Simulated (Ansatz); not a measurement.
`B[CH2][AlH][CH3]` + H₂O → `B[CH2][AlH][OH]` + CH₄ at 700 K and 1 bar (formal hydrolysis of the Al–C bond).

Gas-phase electronic energies from Ansatz, PBE0-D4/def2-TZVP geometries. CBS: MP2 limit from def2 TZ/QZ plus the TZ coupled-cluster correction, frozen cores. This one scheme is used for every species. Each species was taken in one conformer, which may not be the lowest.

```json
{"species": "`B[CH2][AlH][CH3]`", "CCSD(T)/CBS energy (Eh)": "-347.72427", "H − E (kJ/mol)": "318.7", "S (J/(mol·K))": "487.9"}
{"species": "H₂O", "CCSD(T)/CBS energy (Eh)": "-76.37941", "H − E (kJ/mol)": "80.5", "S (J/(mol·K))": "218.4"}
{"species": "`B[CH2][AlH][OH]`", "CCSD(T)/CBS energy (Eh)": "-383.69719", "H − E (kJ/mol)": "253.7", "S (J/(mol·K))": "449.3"}
{"species": "CH₄", "CCSD(T)/CBS energy (Eh)": "-40.46206", "H − E (kJ/mol)": "145.9", "S (J/(mol·K))": "224.0"}
```

H − E and S are ideal-gas, rigid-rotor, harmonic terms from PBE0-D4/def2-TZVP, for one conformer and one mirror image of each species. 1 Eh = 2625.50 kJ/mol, R = 8.31446 J/(mol·K).

**Question.** By hand: ΔE, ΔH, ΔS and ΔG.

**Answer.** ΔE = (-383.69719) + (-40.46206) − (-347.72427) − (-76.37941) = -0.05557 Eh = -145.9 kJ/mol. Δ(H − E) = 253.7 + 145.9 − 318.7 − 80.5 = 0.4, so ΔH = -145.5 kJ/mol. ΔS = 449.3 + 224.0 − 487.9 − 218.4 = -33.0 J/(mol·K). ΔG = -145.5 − 700 × (-33.0)/1000 = -122.4 kJ/mol.

**Question.** By hand: the equilibrium constant, and the temperature at which ΔG would vanish if ΔH and ΔS stayed fixed.

**Answer.** log₁₀ K = −ΔG/(RT ln 10) = 9.1. ΔG = 0 at ΔH/ΔS = 4409 K, far beyond where these terms or the molecules hold.

ΔH outweighs TΔS. A doubt of 5 kJ/mol in ΔE shifts log₁₀ K by 0.4 here. Other conformers and mirror images would add mixing entropy, several J/(mol·K) or more a flexible species. Modes under 60 cm⁻¹, often nearly free rotors, make the harmonic entropy too high. These are equilibria of isolated gas molecules and say nothing of rates. Largest T1 diagnostic: 0.013 (customary marks: 0.02 for closed shells, 0.045 for open ones).
